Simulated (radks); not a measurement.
Species: Rb XXIX. Configuration: [He] 2s2 2p5 (the NIST ground configuration).

All-electron calculation, Dirac Kohn-Sham, PBE, spin-unpolarised, spherical densities, point nucleus; open shells fill j = l - 1/2 first. Program: a radial shooting solver on a logarithmic mesh with Libxc functionals.

Energy parts (eV):
total: -64023.034
kinetic: 66211.482
electron-nucleus: -136943.155
Hartree: 8214.292
exchange-correlation: -1505.654

Orbitals (lengths in bohr, moments of r in powers of bohr; <r^-3> diverges for s and p1/2; r(max) is where P^2 peaks; r(90%) holds 90 % of the orbital's charge):
\begin{tabular}{lrrrrrr}
orbital & occ. & eigenvalue (eV) & <1/r> & <r^-3> & r(90%) & r(max) \\ \hline
1s1/2 & 2 & -16599.16 & 37.92 & - & 0.0720 & 0.02627 \\
2s1/2 & 2 & -3432.752 & 8.771 & - & 0.265 & 0.1473 \\
2p1/2 & 2 & -3275.718 & 8.716 & - & 0.239 & 0.1149 \\
2p3/2 & 3 & -3210.447 & 8.402 & 1674 & 0.244 & 0.1182 \\
\end{tabular}

The highest occupied level is 2p3/2 at -3210.4 eV. The density falls to 0.001 e/bohr^3 at r = 0.61 bohr. Summed over all electrons, <r^2> = 0.2095 bohr^2, which gives a Langevin (diamagnetic) susceptibility term of -0.166 x 10^-6 cm^3/mol.
